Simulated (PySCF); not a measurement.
C2H12Si3

C2H12Si3 is a small molecule, neutral, singlet. The structure, one conformer, was relaxed in the gas phase by PBE0-D3(BJ)/def2-SVP. No frequency run checks that it is a minimum.

SMILES: C[SiH]([SiH3])C[SiH3]

```xyz
17

Si   -0.606    0.076   -0.549
Si   -0.682    1.784    1.066
C    -0.491    0.838   -2.268
C     0.851   -1.082   -0.226
Si    0.908   -1.853    1.488
H    -1.877   -0.713   -0.437
H     0.655    2.449    1.185
H    -1.679    2.824    0.656
H    -1.071    1.271    2.416
H    -0.462    0.055   -3.042
H     0.421    1.449   -2.365
H    -1.358    1.486   -2.469
H     0.828   -1.888   -0.981
H     1.789   -0.521   -0.385
H     2.049   -2.813    1.612
H     1.080   -0.785    2.522
H    -0.362   -2.587    1.779
```
Atom numbers follow the order of the file, from 1.

Shieldings: GIAO PBE0/pcSseg-1. Shifts are against computed references at the same level: C TMS (σ 184.4 ppm), H TMS (σ 31.27 ppm), Si TMS (σ 352.0 ppm). Core levels by delta-SCF with SCAN, pcX-2 on the ionised atom and pcseg-1 elsewhere, spin-free X2C (2p3/2 is the spin-free 2p value less a third of a first-order spin-orbit splitting); from the vacuum level, for chosen atoms.

(1) Give the shieldings and core levels atom by atom.

(2) Which of Si1, Si2, Si5 holds its core electrons tightest, and by how much against the loosest?

(3) By CAM-B3LYP/def2-SVPD (TDDFT singlets, Tamm-Dancoff triplets, ionisation by delta-SCF), where does absorption start, and what does vertical ionisation take?

Answers

(1) 
```json
{"atoms": "Si1", "bonded to": "2 C + 1 Si + 1 H", "σ (ppm)": "389.5", "δ (ppm)": "-37.6", "core level (eV)": "2p3/2 106.08"}
{"atoms": "Si2", "bonded to": "1 Si + 3 H", "σ (ppm)": "458.7", "δ (ppm)": "-106.7", "core level (eV)": "2p3/2 106.20"}
{"atoms": "C3", "bonded to": "1 Si + 3 H", "σ (ppm)": "186.4", "δ (ppm)": "-2.0", "core level (eV)": "1s 290.12"}
{"atoms": "C4", "bonded to": "2 Si + 2 H", "σ (ppm)": "194.7", "δ (ppm)": "-10.3", "core level (eV)": "1s 289.80"}
{"atoms": "Si5", "bonded to": "1 C + 3 H", "σ (ppm)": "420.3", "δ (ppm)": "-68.4", "core level (eV)": "2p3/2 106.56"}
{"atoms": "H6", "bonded to": "1 Si", "σ (ppm)": "27.03", "δ (ppm)": "4.24", "core level (eV)": "-"}
{"atoms": "H7 H8 H9", "bonded to": "1 Si", "σ (ppm)": "27.82", "δ (ppm)": "3.44", "core level (eV)": "-"}
{"atoms": "H10 H11 H12", "bonded to": "1 C", "σ (ppm)": "30.93", "δ (ppm)": "0.34", "core level (eV)": "-"}
{"atoms": "H13", "bonded to": "1 C", "σ (ppm)": "31.19", "δ (ppm)": "0.08", "core level (eV)": "-"}
{"atoms": "H14", "bonded to": "1 C", "σ (ppm)": "31.55", "δ (ppm)": "-0.28", "core level (eV)": "-"}
{"atoms": "H15 H16 H17", "bonded to": "1 Si", "σ (ppm)": "27.32", "δ (ppm)": "3.95", "core level (eV)": "-"}
```

Values are those of this one static structure, with the three H of a rotating XH3 group averaged; atoms that internal rotation interchanges would show their mean in an NMR spectrum.

(2) Si5 (bonded to 1 C + 3 H), by 0.48 eV over Si1 (bonded to 2 C + 1 Si + 1 H).

(3) The lowest singlet lies at 7.08 eV (f 0.026), the strongest of the first 6 at 7.88 eV (f 0.186), the lowest triplet at 6.28 eV; vertical ionisation takes 9.79 eV.

The 3 runs behind this took 3.4 min in all, one thread each of Arm Neoverse V1 on a shared host, launched as `OMP_NUM_THREADS=1 python cluster_run.py task.json out`.
